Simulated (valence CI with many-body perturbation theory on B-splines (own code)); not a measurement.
**Level structure of Pm⁵⁴⁺**

Calculated by valence CI with perturbative core correlation (CI+MBPT): five valence electrons over a frozen Dirac-Fock core [He], a basis of 9 s, 9 p, 8 d, 6 f, 3 g, 1 h functions for each j, with the one-electron correlation potential Σ1, the two-electron term Σ2, the three-electron term Σ3, Breit, model QED; selected CI, second order for the rest (own B-spline code, finite nucleus).

No measured spectrum was set against this ion. As an estimate, large intervals hold to a few tenths of a per cent, small ones and those within an open d or f shell to about a per cent. Among the levels kept, up to 1200 cm⁻¹ of a level comes from second order outside the variational space, and about a tenth of that is noise between levels of different J, which matters for small intervals.

Levels 46 to 77 of 77, with energies above the lowest level, (2s^2 2p1/2^2 2p3/2) J=3/2. "Leading %" is the weight of the configuration and term that name the level; weights of strongly mixed levels are sums over their largest components and can fall short. In the jj column 3d3/2^4 stands for four electrons in 3d with j = 3/2.

| No. | Configuration | Term | J | E (× 10³ cm⁻¹) | Leading % | g | Second component | Leading jj |
| --- | --- | --- | --- | --- | --- | --- | --- | --- |
| 46 | 2s2.2p2.3d | 2D | 5/2 | 55310 | 32 | 1.162 | 30 % 2s2.2p2.3d 2F | 2s^2 2p1/2 2p3/2 3d3/2 (89 %) |
| 47 | 2s2.2p2.3d | 2D | 3/2 | 55315 | 38 | 1.068 | 15 % 2s2.2p2.3d 4D | 2s^2 2p1/2 2p3/2 3d3/2 (80 %) |
| 48 | 2s2.2p2.3d | 2P | 1/2 | 55337 | 22 | 1.495 | 21 % 2s2.2p2.3d 4P | 2s^2 2p1/2 2p3/2 3d3/2 (61 %) |
| 49 | 2s2.2p2.3d | 4D | 7/2 | 55411 | 46 | 1.301 | 37 % 2s2.2p2.3d 4F | 2s^2 2p1/2 2p3/2 3d5/2 (99 %) |
| 50 | 2s.2p3.3p | 4F | 3/2 | 55473 | 19 | 0.981 | 18 % 2s.2p3.3p 2D | 2s 2p1/2^2 2p3/2 3p1/2 (79 %) |
| 51 | 2s2.2p2.3d | 4P | 1/2 | 55498 | 14 | 1.398 | 12 % 2s2.2p2.3d 2P | 2s 2p1/2^2 2p3/2 3p1/2 (60 %) |
| 52 | 2s2.2p2.3d | 2P | 3/2 | 55542 | 36 | 1.350 | 33 % 2s2.2p2.3d 4P | 2s^2 2p1/2 2p3/2 3d5/2 (90 %) |
| 53 | 2s2.2p2.3d | 2F | 5/2 | 55557 | 43 | 1.139 | 24 % 2s2.2p2.3d 4D | 2s^2 2p1/2 2p3/2 3d5/2 (94 %) |
| 54 | 2s2.2p2.3d | 2G | 9/2 | 55559 | 63 | 1.176 | 37 % 2s2.2p2.3d 4F | 2s^2 2p1/2 2p3/2 3d5/2 (100 %) |
| 55 | 2s2.2p2.3d | 2D | 5/2 | 55675 | 61 | 1.234 | 23 % 2s2.2p2.3d 4P | 2s^2 2p1/2 2p3/2 3d5/2 (96 %) |
| 56 | 2s2.2p2.3d | 2F | 7/2 | 55731 | 68 | 1.119 | 15 % 2s2.2p2.3d 2G | 2s^2 2p1/2 2p3/2 3d5/2 (97 %) |
| 57 | 2s2.2p2.3d | 2D | 3/2 | 55761 | 58 | 0.962 | 29 % 2s2.2p2.3d 2P | 2s^2 2p1/2 2p3/2 3d5/2 (99 %) |
| 58 | 2s2.2p2.3d | 2P | 1/2 | 55796 | 60 | 1.165 | 34 % 2s2.2p2.3d 2S | 2s^2 2p1/2 2p3/2 3d5/2 (99 %) |
| 59 | 2s.2p3.3p | 4D | 7/2 | 56234 | 48 | 1.444 | 30 % 2s.2p3.3p 6P | 2s 2p1/2^2 2p3/2 3p3/2 (98 %) |
| 60 | 2s.2p3.3p | 4P | 3/2 | 56296 | 32 | 1.535 | 25 % 2s.2p3.3p 2P | 2s 2p1/2^2 2p3/2 3p3/2 (98 %) |
| 61 | 2s.2p3.3p | 4P | 5/2 | 56411 | 38 | 1.424 | 21 % 2s.2p3.3p 2D | 2s 2p1/2^2 2p3/2 3p3/2 (98 %) |
| 62 | 2s.2p3.3p | 2P | 1/2 | 56442 | 38 | 1.494 | 27 % 2s.2p3.3p 4P | 2s 2p1/2^2 2p3/2 3p3/2 (98 %) |
| 63 | 2s.2p3.3p | 2D | 5/2 | 56843 | 31 | 1.253 | 19 % 2s.2p3.3p 4P | 2s 2p1/2^2 2p3/2 3p3/2 (99 %) |
| 64 | 2s.2p3.3d | 4D° | 5/2 | 56881 | 30 | 1.269 | 21 % 2s.2p3.3d 6D° | 2s 2p1/2^2 2p3/2 3d3/2 (98 %) |
| 65 | 2s.2p3.3d | 4D° | 3/2 | 56912 | 28 | 1.383 | 27 % 2s.2p3.3d 6D° | 2s 2p1/2^2 2p3/2 3d3/2 (98 %) |
| 66 | 2s.2p3.3d | 4F° | 7/2 | 56931 | 24 | 1.263 | 19 % 2s.2p3.3d 6D° | 2s 2p1/2^2 2p3/2 3d3/2 (91 %) |
| 67 | 2s.2p3.3d | 4P° | 1/2 | 56932 | 45 | 2.344 | 30 % 2s.2p3.3d 6D° | 2s 2p1/2^2 2p3/2 3d3/2 (98 %) |
| 68 | 2s.2p3.3p | 2P | 3/2 | 56948 | 33 | 1.219 | 15 % 2s.2p3.3p 4D | 2s 2p1/2^2 2p3/2 3p3/2 (98 %) |
| 69 | 2s.2p3.3p | 4P | 1/2 | 56980 | 42 | 1.772 | 16 % 2s.2p3.3p 2S | 2s 2p1/2^2 2p3/2 3p3/2 (98 %) |
| 70 | 2s.2p3.3d | 4F° | 9/2 | 57215 | 49 | 1.345 | 30 % 2s.2p3.3d 6D° | 2s 2p1/2^2 2p3/2 3d5/2 (99 %) |
| 71 | 2s2.2p2.3s | 4P | 5/2 | 57301 | 63 | 1.433 | 36 % 2s2.2p2.3s 2D | 2s^2 2p3/2^2 3s (98 %) |
| 72 | 2s.2p3.3d | 2D° | 3/2 | 57351 | 27 | 1.023 | 16 % 2s.2p3.3d 4F° | 2s 2p1/2^2 2p3/2 3d5/2 (52 %) |
| 73 | 2s2.2p2.3s | 2P | 3/2 | 57366 | 54 | 1.160 | 35 % 2s2.2p2.3s 2D | 2s^2 2p3/2^2 3s (99 %) |
| 74 | 2s.2p3.3d | 4D° | 5/2 | 57375 | 31 | 1.328 | 22 % 2s.2p3.3d 2D° | 2s 2p1/2^2 2p3/2 3d5/2 (98 %) |
| 75 | 2s.2p3.3d | 4D° | 7/2 | 57438 | 41 | 1.278 | 25 % 2s.2p3.3d 2F° | 2s 2p1/2^2 2p3/2 3d5/2 (91 %) |
| 76 | 2s.2p3.3d | 2F° | 5/2 | 57485 | 34 | 0.927 | 24 % 2s.2p3.3d 4G° | 2s 2p1/2^2 2p3/2 3d3/2 (98 %) |
| 77 | 2s.2p3.3d | 4D° | 1/2 | 57511 | 57 | 0.609 | 18 % 2s.2p3.3d 2P° | 2s 2p1/2^2 2p3/2 3d3/2 (66 %) |
